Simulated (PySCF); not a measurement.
Compound: C9H5F3O2.
Atom-mapped SMILES: `[O:1]=[C:2]1[O:3][CH2:4][c:5]2[cH:6][cH:7][c:8]([C:9]([F:10])([F:11])[F:12])[cH:13][c:14]21` (hydrogens: H15, H16 on C4; H17 on C6; H18 on C7; H19 on C13)

Method: B3LYP/def2-SV(P) geometry optimisation, gas phase in PySCF; density fitting, grid level 1; the optimiser is geomeTRIC in internal coordinates, started from a GFN2-xTB structure.

Step 0: E = -21642.9001 eV
```
atom  x, y, z in Å  |  force x, y, z in eV/Å
O1     -1.6827    2.9852   -0.3587   -0.043   0.379  -0.065
C2     -1.7050    1.8098   -0.1440    0.436   0.236  -0.083
O3     -2.8434    1.1160    0.0982   -0.453   0.040   0.036
C4     -2.5870   -0.2608    0.3207   -0.042  -0.023   0.012
C5     -1.1051   -0.4100    0.1954   -0.092   0.318  -0.046
C6     -0.2857   -1.5163    0.3107   -0.047  -0.064  -0.009
C7      1.0766   -1.3335    0.1383    0.023  -0.053   0.022
C8      1.5995   -0.0706   -0.1377    0.648   0.157  -0.051
C9      3.0863    0.0572   -0.3358    0.542  -0.053  -0.199
F10     3.7827   -0.7012    0.5269   -0.091  -0.203   0.204
F11     3.5292    1.3102   -0.1899   -0.164   0.339   0.036
F12     3.4612   -0.3412   -1.5668   -0.146  -0.056  -0.135
C13     0.7814    1.0444   -0.2600   -0.083  -0.028   0.038
C14    -0.5765    0.8464   -0.0857   -0.469  -0.199   0.054
H15    -2.9548   -0.5336    1.3161   -0.150  -0.106   0.279
H16    -3.1338   -0.8477   -0.4258   -0.196  -0.194  -0.189
H17    -0.6883   -2.4926    0.5284   -0.177  -0.550   0.116
H18     1.7477   -2.1746    0.2224    0.313  -0.396   0.062
H19     1.1781    2.0238   -0.4758    0.193   0.457  -0.083
```

Step 1: E = -21642.9553 eV
```
atom  x, y, z in Å  |  force x, y, z in eV/Å
O1     -1.6634    3.0021   -0.3584    0.018   0.007  -0.001
C2     -1.6909    1.8243   -0.1464   -0.097  -0.048   0.018
O3     -2.8529    1.1308    0.0860    0.000   0.041  -0.008
C4     -2.6112   -0.2575    0.3115   -0.064  -0.005   0.011
C5     -1.1186   -0.4186    0.1980    0.001  -0.005   0.000
C6     -0.2865   -1.5313    0.3196   -0.048  -0.087   0.020
C7      1.0876   -1.3457    0.1548    0.093  -0.055   0.001
C8      1.6241   -0.0751   -0.1274   -0.010   0.005  -0.004
C9      3.1133    0.0646   -0.3529   -0.225   0.030   0.042
F10     3.8116   -0.6948    0.5100    0.062   0.056  -0.066
F11     3.5151    1.3378   -0.2097    0.091  -0.088  -0.013
F12     3.4522   -0.3294   -1.5937    0.090   0.009   0.041
C13     0.7863    1.0370   -0.2429    0.042   0.075  -0.018
C14    -0.5827    0.8354   -0.0766    0.066   0.043  -0.015
H15    -2.9986   -0.5307    1.3106    0.006   0.004  -0.010
H16    -3.1662   -0.8449   -0.4432    0.009   0.008   0.005
H17    -0.6851   -2.5272    0.5398    0.014   0.030  -0.005
H18     1.7640   -2.2001    0.2509   -0.020   0.015  -0.002
H19     1.1821    2.0343   -0.4531   -0.027  -0.036   0.005
```

Question: Estimate the geometry and energy of step 2. (The exact step hangs on the optimiser's Hessian estimate; all steps are aligned on step 1, rigid shifts and turns removed.)

Answer: E = -21642.9566 eV, largest force 0.084 eV/Å
```
atom  x, y, z in Å  |  force x, y, z in eV/Å
O1     -1.6712    3.0016   -0.3551    0.017   0.012  -0.003
C2     -1.6975    1.8235   -0.1447   -0.048   0.003   0.004
O3     -2.8587    1.1303    0.0891    0.045   0.010  -0.006
C4     -2.6143   -0.2577    0.3134   -0.014  -0.010   0.005
C5     -1.1198   -0.4175    0.1971    0.021  -0.010  -0.001
C6     -0.2868   -1.5312    0.3177   -0.005  -0.005   0.004
C7      1.0885   -1.3444    0.1521   -0.012   0.012   0.002
C8      1.6219   -0.0715   -0.1302    0.067  -0.015  -0.016
C9      3.1129    0.0624   -0.3510    0.063   0.040  -0.005
F10     3.8135   -0.6950    0.5107   -0.025  -0.049   0.063
F11     3.5340    1.3285   -0.2097   -0.061   0.042   0.005
F12     3.4667   -0.3354   -1.5860   -0.048  -0.018  -0.058
C13     0.7848    1.0419   -0.2476    0.007  -0.021   0.013
C14    -0.5842    0.8378   -0.0788   -0.019   0.003  -0.003
H15    -2.9993   -0.5319    1.3127    0.005  -0.001  -0.001
H16    -3.1693   -0.8452   -0.4407    0.005   0.000  -0.001
H17    -0.6843   -2.5263    0.5385    0.001   0.001   0.000
H18     1.7653   -2.1978    0.2481   -0.002   0.004  -0.001
H19     1.1781    2.0387   -0.4586    0.003   0.001  -0.002
```

The energy changes by -0.0012 eV. The first-order estimate −F·Δx gives -0.0054 eV and the mean of the old and new forces, exact on a quadratic surface, -0.0011 eV. The step makes an angle of 66° with the force vector and moves no atom by more than 0.021 Å.

What follows is the cost of the whole optimisation. Hardware: Intel Xeon Platinum 8488C, 4 threads (shared host). Cost: 53 s wall, 5.0 min CPU, 1.3 GiB resident at most.
